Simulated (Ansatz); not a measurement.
Reaction (silylene formation by 1,1-elimination): `C[SiH2][SiH2]C=N` → `C[SiH2]C=N` + `[SiH2]`

Computed with Ansatz on PBE0-D4/def2-TZVP structures; ΔE is electronic, products minus reactants. CCSD(T)/CBS adds triple-zeta CCSD(T) − MP2 to the extrapolated MP2 energy (def2 sets, frozen cores). This one scheme is used for every species. Functionals use def2-TZVPP. B3LYP here is the variant with VWN-RPA as its local correlation; programs differ in this. Each species was taken in one conformer, which may not be the lowest.

CCSD(T)/CBS gives +57.2 kcal/mol.

Task: Another level gave +50.4 kcal/mol. Which?
A. HF/def2-TZVPP
B. CCSD/def2-TZVPP
C. B3LYP/def2-TZVPP
D. MP2/def2-TZVPP

Result: A. HF/def2-TZVPP 50.4, MP2/def2-TZVPP 59.2, B3LYP 52.7, CCSD/def2-TZVPP 54.3 kcal/mol.

Largest T1 diagnostic among the species: 0.014.

From PBE to PBE0 (25 % exact exchange), in def2-TZVPP and without D4, ΔE moves by +1.6 kcal/mol. In def2-TZVPP, CCSD(T) changes the Hartree–Fock value by +5.3 kcal/mol (the triples alone add +1.4 kcal/mol) and MP2 by +8.9 kcal/mol.
